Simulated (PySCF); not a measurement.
An unknown is described by computed data only.

Formula: C12H11P.

* Triplet: lowest triplet excitation (Tamm–Dancoff): 3.89 eV [TDA CAM-B3LYP/def2-SVPD]
* 1H NMR: chemical shifts (computed TMS as zero) by class: 7.59 (4 H), 7.39 (4 H), 7.37 (2 H), 5.50 (1 H) ppm [GIAO PBE0/pcSseg-1]
* 13C NMR: chemical shifts (computed TMS as zero) by class: 144.4 (2 C), 140.9 (4 C), 133.9 (2 C), 133.7 (4 C) ppm [GIAO PBE0/pcSseg-1]
* Rotational structure: rotational constants A, B, C: 1.582, 0.404, 0.368 GHz [PBE0-D3(BJ)/def2-SVP]
* Dipole: 1.43 D [CAM-B3LYP/def2-SVPD]
* Polarisability: 163.0 au [CAM-B3LYP/def2-SVPD]

Gas-phase values; electronic properties from PySCF, density fitting. Levels stand in brackets. Isolated species at its PBE0-D3(BJ)/def2-SVP geometry (one conformer only). NMR values are class means; diastereotopic atoms form classes of their own.

Problem. Give a SMILES that accounts for the data.

Solution. Numbering: `[cH:1]1[cH:2][cH:3][c:4]([PH:5][c:6]2[cH:7][cH:8][cH:9][cH:10][cH:11]2)[cH:12][cH:13]1`. 12 carbons fall into 4 classes; from least to most shielded: substituted aromatic carbon [C4/C6] (144.4 ppm, 2 C, up to 4.7 ppm apart in this geometry), aromatic CH carbon [C3/C7/C11/C12] (140.9 ppm, 4 C, up to 5.8 ppm apart in this geometry), aromatic CH carbon [C1/C9] (133.9 ppm, 2 C, up to 2.6 ppm apart in this geometry), aromatic CH carbon [C2/C8/C10/C13] (133.7 ppm, 4 C). Hydrogen classes from least to most shielded: 4 H on the ortho carbons, C3/C7/C11/C12 (7.59 ppm, a mean of values up to 0.7 ppm apart in this geometry), 4 H on the meta carbons, C2/C8/C10/C13 (7.39 ppm), 2 H on the para carbon, C1/C9 (7.37 ppm), 1 H on a phosphine phosphorus, P5 (5.50 ppm). The optimised geometry has point group C1 and is an asymmetric top. Structure: diphenylphosphane (`c1ccc(Pc2ccccc2)cc1`). The assignments are read from this structure; whether some other isomer fits the data as well wasn't checked.

Conformer computed: `[cH:1]1[cH:2][cH:3][c:4]([PH:5][c:6]2[cH:7][cH:8][cH:9][cH:10][cH:11]2)[cH:12][cH:13]1`: C3–C4–P5–C6 -61°, C4–P5–C6–C7 -38°.
